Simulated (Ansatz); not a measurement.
This geometry of BrH + F3GeHO (8 atoms, charge 0, multiplicity 1) is a first-order saddle point.

These are results of RKS PBE-D4/def2-SVP (Ansatz), not measurements.

```xyz
8
Properties=species:S:1:pos:R:3
Ge 0.007 -0.190 0.011
F 0.191 0.162 1.943
F 1.475 0.192 -0.828
F -0.842 1.313 -0.126
O -1.217 -1.314 -0.567
H -0.900 -2.224 -0.386
Br 1.299 -2.239 1.211
H 0.720 -0.814 2.075
```

(1) Which two structures does it join? (They come from a converged band through this point; their orientation in space is the band's.)

(2) How far does it lie above each of them?

## Answers

(1) Bonds broken: Ge1–F2, Br7–H8. Bonds formed: Ge1–Br7, F2–H8. BrH + F3GeHO becomes BrF2GeHO + FH.

First end point:

```xyz
8
Properties=species:S:1:pos:R:3
Ge -0.150 0.237 -0.102
F 0.270 0.274 1.602
F 1.328 0.570 -0.933
F -1.225 1.550 -0.397
O -0.918 -1.266 -0.548
H -0.454 -2.016 -0.104
Br 1.034 -2.915 1.689
H 0.847 -1.548 2.126
```

Last end point:

```xyz
8
Properties=species:S:1:pos:R:3
Ge 0.446 -0.070 -0.329
F -0.918 -1.608 2.117
F 1.234 0.201 -1.842
F -0.123 1.481 0.206
O -0.837 -1.235 -0.573
H -1.124 -1.543 0.323
Br 2.028 -0.776 1.224
H 0.027 -1.563 2.209
```

(2) 60.9 kJ/mol above the first and 80.4 kJ/mol above the second. This is the barrier of this one path; another mechanism may lie lower. The orbitals stay closed-shell, which can raise the energy where a bond breaks towards radicals; this wasn't checked here.

Run time: 3.2 min on 4 threads of Arm Neoverse V1 (shared host), peak memory 0.23 GiB.
